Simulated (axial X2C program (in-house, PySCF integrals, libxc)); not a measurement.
# Bond lengths and stretching modes, held linear, of SGaS²⁺

Calculated with an in-house all-electron X2C program for linear molecules (integrals from PySCF): two-component X2C with atomic mean-field Coulomb and Gaunt terms, Gaussian nuclei, basis S dyall-av3z, Ga dyall-v3z with contracted cores. Spin-free rows use the one-electron spin-free X2C Hamiltonian.

Masses S 31.972, Ga 68.926, S 31.972 u. States: 2c Ω = 5/2 (beyond evenly filled blocks: ω = -1/2, 2 × ω = 3/2); spin-free M_S = 3/2, Λ = 1 (beyond evenly filled blocks: 2 × π+α, π+β, 2 × π-α).

LDA, spin-free: energies above the lowest point

```
r(S–Ga) (Å)  r(Ga–S) (Å)  E (meV)
     2.1489       2.1489    24.51
     2.1489       2.2040    10.83
     2.1489       2.2591    27.56
     2.2040       2.1489    10.83
     2.2040       2.2040     0.00
     2.2040       2.2591    19.26
     2.2040       2.3142    61.39
     2.2591       2.1489    27.56
     2.2591       2.2040    19.26
     2.2591       2.2591    40.74
     2.3142       2.2040    61.39
     2.3142       2.3142   130.56
```

Fit a quadratic surface with cubic terms in each bond: where is the minimum, and what are the two stretching wavenumbers?

At LDA, spin-free: bonds 2.195 and 2.195 Å; harmonic stretches 305.2 and 394.5 cm⁻¹; force constants 1.64, 1.64 and coupling 0.12 mdyn/Å.

The other levels and Hamiltonians give:

```tsv
Hamiltonian	level	r(S–Ga) (Å)	r(Ga–S) (Å)	lower stretch (cm⁻¹)	upper stretch (cm⁻¹)
2c	PBE0	2.201	2.201	285.4	322.2
2c	LDA	2.195	2.195	305.2	394.2
spin-free	PBE0	2.201	2.201	285.8	322.2
```

Each state is one determinant, the lowest of a limited PBE0 search; the stretches come from a fit to these few points and carry an uncertainty of a few per cent. Other orders of the atoms were not compared. Left out for rough or failed fits: HF 2c, MP2 2c, HF spin-free, MP2 spin-free. The levels spread by more than a fifth, so the stretches depend strongly on the method. A multiply charged ion may be only metastable. The molecule was held linear; bending was not examined, so a bent shape may lie lower. Note: functional without a current term on a determinant with orbital currents, of the molecule or an atom. Note: several unpaired electrons, one determinant need not be a pure state.
